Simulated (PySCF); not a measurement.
Screening by computed properties: pick the candidate that meets the target.

Species are written as SMILES; each is one conformer at its optimised geometry, gas phase, non-relativistic unless stated; the electronic structure was computed with PySCF and density fitting.

The conformers computed, where there is a choice (atom-mapped SMILES and torsion angles):
- `[N:1]#[C:2][C:3]#[C:4][SiH2:5][CH2:6][SiH3:7]`: C4–Si5–C6–Si7 59°
- `[CH:1]#[C:2][CH2:3][C@@:4]([CH3:5])([F:6])[C:7]#[CH:8]`: C2–C3–C4–C5 60°
- `[CH3:1][CH2:2][CH2:3][SiH2:4][CH:5]=[O:6]`: C1–C2–C3–Si4 -63°, C2–C3–Si4–C5 -170°, C3–Si4–C5–O6 119°
- `[CH2:1]=[C:2]=[CH:3][CH2:4][C:5]#[C:6][CH2:7][F:8]`: C2–C3–C4–C5 120°

The conformers of `O[C@@H]1CC[SiH2]C1` aren't listed.

Question: Wanted: lowest singlet excitation between 5.4 eV and 6 eV (TDDFT CAM-B3LYP/def2-SVPD) and dipole moment below 4 D (CAM-B3LYP/def2-SVPD), at GFN2-xTB geometries. Which candidate meets both?
A. `N#CC#C[SiH2]C[SiH3]`
B. `CCC[SiH2]C=O`
C. `C#CC[C@@](C)(F)C#C`
D. `C=C=CCC#CCF`

Answer: D. Computed values:
| species | lowest singlet excitation | dipole moment |
| --- | --- | --- |
| CCC[SiH2]C=O | 3.24 eV | 3.25 D |
| N#CC#C[SiH2]C[SiH3] | 4.93 eV | 4.84 D |
| C=C=CCC#CCF | 5.85 eV | 2.19 D |
| C#CC[C@@](C)(F)C#C | 6.33 eV | 1.61 D |

Question: Wanted: HOMO–LUMO gap below 9.5 eV (CAM-B3LYP/def2-SVPD) and static isotropic polarisability above 76 au (CAM-B3LYP/def2-SVPD), at GFN2-xTB geometries. Which candidate meets both?
A. `C(#C)[C@@](CC#C)(F)C`
B. `C=C=CCC#CCF`
C. `[SiH3]C[SiH2]C#CC#N`
D. `O[C@@H]1CC[SiH2]C1`

Answer: C. Computed values:
```csv
species,HOMO–LUMO gap,static isotropic polarisability
[SiH3]C[SiH2]C#CC#N,9.22 eV,107.1 au
C=C=CCC#CCF,9.78 eV,88.1 au
O[C@@H]1CC[SiH2]C1,10.27 eV,75.4 au
C(#C)[C@@](CC#C)(F)C,10.64 eV,77.5 au
```

Question: Wanted: lowest triplet excitation (Tamm–Dancoff) between 3 eV and 4.3 eV (TDA CAM-B3LYP/def2-SVPD) and electronic spatial extent ⟨r²⟩ about the centre of nuclear charge above 1000 bohr² (CAM-B3LYP/def2-SVPD), at GFN2-xTB geometries. Which candidate meets both?
A. `C#CC[C@@](C)(F)C#C`
B. `CCC[SiH2]C=O`
C. `C=C=CCC#CCF`
D. `N#CC#C[SiH2]C[SiH3]`

Answer: D. Computed values:
```csv
species,lowest triplet excitation (Tamm–Dancoff),electronic spatial extent ⟨r²⟩ about the centre of nuclear charge
CCC[SiH2]C=O,2.56 eV,1110 bohr²
N#CC#C[SiH2]C[SiH3],4.03 eV,1733 bohr²
C=C=CCC#CCF,4.66 eV,1763 bohr²
C#CC[C@@](C)(F)C#C,5.37 eV,957 bohr²
```
